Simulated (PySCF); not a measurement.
C₂H₄ClGa, SMILES C=[CH][GaH][Cl]. Geometry: TPSSh-D3(BJ)/def2-SVP. Other conformers were not sampled.

Computed equilibrium geometry at TPSSh-D3(BJ)/def2-SVP (PySCF confirms it by a frequency run) as bond lengths and angles, and its point group (one conformer of several):
point group Cs.
Atoms: Ga1 H2 Cl3 C4 C5 H6 H7 H8. Bonds (Å): Ga1–H2 1.557, Ga1–Cl3 2.176, Ga1–C4 1.945, C4–C5 1.345, C4–H6 1.098, C5–H7 1.097, C5–H8 1.096. Angles (°): H2–Ga1–Cl3 115.3, H2–Ga1–C4 131.6, Cl3–Ga1–C4 113.1, Ga1–C4–C5 120.8, Ga1–C4–H6 120.5, C5–C4–H6 118.7, C4–C5–H7 122.3, C4–C5–H8 121.5, H7–C5–H8 116.3.
Charge 0, spin multiplicity 1.
